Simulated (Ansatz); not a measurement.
CH8AlFSi2 (`C[SiH2][Al]([F])[SiH3]`), relaxed with RKS PBE-D4/def2-SVP in Ansatz from a rough embedded geometry. The force threshold is 0.03 eV/Å; the program also tests the step.

Total charge 0; spin multiplicity 1.

Start:

```xyz
13

C    -1.158    0.194    1.822
Si   -1.424   -0.714    0.272
Al   -0.083    0.218   -1.445
F    -0.829    0.776   -2.978
Si    2.255    0.255   -1.203
H    -1.372    1.308    1.685
H    -0.040    0.146    2.108
H    -1.715   -0.210    2.639
H    -2.829   -0.644   -0.063
H    -1.061   -2.140    0.503
H     2.610   -0.334    0.141
H     2.903   -0.550   -2.254
H     2.743    1.695   -1.228
```

Q: By how much does the energy fall, and how many steps does the optimiser take? (Estimate.)

A: Computed: 47.06 kJ/mol, in 26 steps, 2 of them rejected.

Q: Which bonds change most? (Estimate.)

A: The calculation gave: Al3–Si5 from 2.351 to 2.465 Å; Al3–F4 from 1.793 to 1.691 Å; Si2–Al3 from 2.370 to 2.462 Å; C1–Si2 from 1.816 to 1.902 Å.

Q: Give the relaxed structure. (Estimate.)

A: The calculation gave: 
```xyz
13

C    -1.035    0.034    1.953
Si   -1.666   -0.564    0.261
Al   -0.035   -0.121   -1.529
F    -0.568   -0.240   -3.129
Si    2.338    0.485   -1.240
H    -0.892    1.134    1.957
H    -0.062   -0.437    2.203
H    -1.757   -0.221    2.754
H    -2.994    0.081   -0.055
H    -1.919   -2.055    0.319
H     2.804    0.177    0.162
H     3.246   -0.241   -2.200
H     2.540    1.967   -1.457
```
